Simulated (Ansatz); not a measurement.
Compare A (`O=COC[SiH3]`) with its isomer B (`C=C(O)[SiH2]O`).

Gas-phase electronic energies from Ansatz, PBE0-D4/def2-TZVP geometries. CCSD(T)/CBS is the MP2 limit (def2-TZVPP, def2-QZVPP) plus CCSD(T) − MP2 in def2-TZVPP, frozen cores. DFT in def2-TZVPP. B3LYP here is the variant with VWN-RPA as its local correlation; programs differ in this. One conformer a species, not always the lowest.

Which isomer does CCSD(T)/CBS put lower? Give the gap. (Estimate.)

Ansatz gave: B, by 26.5 kcal/mol.

Give E(B) − E(A) in kcal/mol with B3LYP, B2PLYP, CCSD/def2-TZVPP, HF/def2-TZVPP, PBE0-D4, CCSD(T)/def2-TZVPP, r2SCAN-D4. (Estimate.)

Computed: B3LYP -22.5, B2PLYP -23.4, CCSD/def2-TZVPP -24.7, HF/def2-TZVPP -23.2, PBE0-D4 -22.1, CCSD(T)/def2-TZVPP -24.1, r2SCAN-D4 -22.3. None reverses the order clearly.

Largest T1 diagnostic: 0.015.

In def2-TZVPP, CCSD(T) changes the Hartree–Fock value by −0.9 kcal/mol (the triples alone add +0.6 kcal/mol) and MP2 by −2.7 kcal/mol. From PBE to PBE0 (25 % exact exchange), in def2-TZVPP and without D4, E(B) − E(A) moves by −2.2 kcal/mol.
